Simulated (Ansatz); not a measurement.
Abstraction of H: C2H7InO + C2H4ClSi → C2H6InO + C2H5ClSi

Species: C2H7InO `C[O][InH][CH3]`, singlet; C2H4ClSi `C=C[SiH]Cl`, doublet; C2H6InO `C[O][In][CH3]`, doublet; C2H5ClSi `C=C[SiH2]Cl`, singlet. A radical takes H: the energy is the difference in strength between the In–H bond broken and the Si–H bond made.

Shapes, held fixed at every level: PBE0-D4/def2-TZVP. Flexible molecules stand in one conformer, not always the lowest. Programs: Ansatz 0.2.0. Electronic energies: no zero-point or thermal term.

| level | kind | ΔE (kJ/mol) |
| --- | --- | --- |
| MP2/def2-SVP | perturbation theory | -113.7 |
| MP2/def2-TZVPP | perturbation theory | -111.4 |
| HF/def2-TZVPP | Hartree–Fock | -97.2 |
| SPW92/def2-TZVPP | LDA | -86.7 |
| r2SCAN0-D4/def2-TZVPP | global hybrid | -91.4 |
| wB97X-V/def2-TZVPP | range-separated hybrid | -92.8 |
| B2PLYP/def2-TZVPP | double hybrid | -103.7 |

B2PLYP/def2-TZVPP gives ΔE = -103.7 kJ/mol; the levels span -113.7 to -86.7. The median of the levels is -97.2. No measured value is set beside it here. Spin contamination: C2H4ClSi (⟨S²⟩ up to 0.87). Open shells run unrestricted. For atoms past krypton def2 sets carry core potentials with scalar relativity. Outer-core shells of In are correlated, in sets that cover them unevenly.
